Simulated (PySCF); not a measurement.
Cartesian coordinates in Å; atom numbers follow the order of the lines, from 1:
```xyz
14

C    -3.394    3.521   -1.172
C    -4.171    2.796   -2.259
C    -5.073    1.678   -1.767
S    -6.545    2.193   -0.883
O    -7.335    1.018   -0.584
O    -6.229    3.173    0.134
Cl   -7.539    3.219   -2.432
H    -2.791    2.815   -0.578
H    -4.064    4.052   -0.484
H    -2.705    4.253   -1.618
H    -4.777    3.502   -2.850
H    -3.474    2.329   -2.974
H    -4.579    1.022   -1.030
H    -5.471    1.049   -2.576
```

Geometry: PBE0-D3(BJ)/def2-SVP; GIAO shifts from PySCF 2.14, gas phase, non-relativistic, averaged over equivalent atoms.

At PBE0/6-31G (85 basis functions, 8.4 s wall time on 1 thread of an Arm Neoverse V2, shared host):
```tsv
atoms	δ (ppm)
C3	72.9
C2	19.9
C1	12.7
S4	365.6
O5/O6	358.2
Cl7	657.8
H13/H14	3.32
H11/H12	2.16
H8/H9/H10	1.47
```

Shifts are taken against calculated references (same method and geometry level): $^{13}$C (σref 199.54) and $^{1}$H (σref 32.61) against TMS; $^{33}$S (σref 540.71) against CS2; H2O for $^{17}$O (σref 318.49); $^{35}$Cl (σref 931.27) vs HCl.

Task: Predict the values at PBE0/pcSseg-1 on the same geometry.

Result: 
| atoms | δ at PBE0/pcSseg-1 | change |
| --- | --- | --- |
| C3 | 72.4 | -0.5 |
| C2 | 20.4 | +0.5 |
| C1 | 12.9 | +0.2 |
| S4 | 375.8 | +10.2 |
| O5/O6 | 345.6 | -12.6 |
| Cl7 | 618.4 | -39.4 |
| H13/H14 | 3.10 | -0.22 |
| H11/H12 | 1.86 | -0.30 |
| H8/H9/H10 | 1.25 | -0.22 |

Referencing at the same level of theory: $^{13}$C (184.41 ppm), $^{1}$H (31.27 ppm) vs TMS; CS2 for $^{33}$S (495.66 ppm); $^{17}$O (334.56 ppm) against H2O; $^{35}$Cl (943.27 ppm) vs HCl.

The largest change is at Cl7 (chlorine bonded to S). Cost: 168 basis functions, 16 s wall time on 1 thread of an Arm Neoverse V2, shared host. The order of the carbon signals is the same at both levels.

Unscaled 17O shifts of doubly bonded oxygen tend to come out too high, by tens of ppm or more. Experimental scales use liquid or dissolved standards, which lie at an offset from isolated H2O (liquid H2O: subtract about 36 ppm).
